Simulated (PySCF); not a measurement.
Molfile (atoms numbered from 1):
```
BF2H4P
     RDKit          3D

  8  7  0  0  0  0  0  0  0  0999 V2000
   -1.0616   -0.1537   -0.0569 B   0  0  0  0  0  0  0  0  0  0  0  0
    0.7552    0.1039    0.0326 P   0  0  0  0  0  0  0  0  0  0  0  0
    1.6788   -0.9517   -0.7026 F   0  0  0  0  0  0  0  0  0  0  0  0
    1.3295    1.4516   -0.5686 F   0  0  0  0  0  0  0  0  0  0  0  0
   -1.4175   -0.1135   -1.2161 H   0  0  0  0  0  0  0  0  0  0  0  0
   -1.1536   -1.2407    0.4975 H   0  0  0  0  0  0  0  0  0  0  0  0
   -1.4433    0.7655    0.6546 H   0  0  0  0  0  0  0  0  0  0  0  0
    1.3683    0.1203    1.3072 H   0  0  0  0  0  0  0  0  0  0  0  0
  1  2  1  0
  2  3  1  0
  2  4  1  0
  1  5  1  0
  1  6  1  0
  1  7  1  0
  2  8  1  0
M  CHG  2   1  -1   2   1
M  END
```

Method: NMR shieldings at KT3/pcSseg-2/GIAO, PBE0-D3(BJ)/def2-SVP geometry, in PySCF 2.14 (single conformer, rapidly exchanging positions averaged, no relativistic terms, isolated molecule).

References, each an isolated molecule treated in the same way: 1H vs TMS; BF3·OEt2 for 11B; 31P vs H3PO4; 19F vs CFCl3.

| atoms | nucleus | count | δ (ppm) |
| --- | --- | --- | --- |
| F3/F4 | 19F | 2 | ? |
| B1 | 11B | 1 | -48.1 |
| P2 | 31P | 1 | ? |
| H5/H6/H7 | 1H | 3 | 1.13 |
| H8 | 1H | 1 | 7.84 |

Question: Estimate the values marked ?.

Answer: 
- P2: 163.3 ppm, phosphorus bonded to B, 2 F, H
- F3/F4: -109.7 ppm, fluorine bonded to P

Hydrogens on boron are broadened and split by 11B (spin 3/2, 80 %) and 10B (spin 3). Unscaled 19F shifts against computed CFCl3 carry errors that often reach 10 to 50 ppm. Experimental scales use liquid or dissolved standards, which lie at an offset from isolated H3PO4.
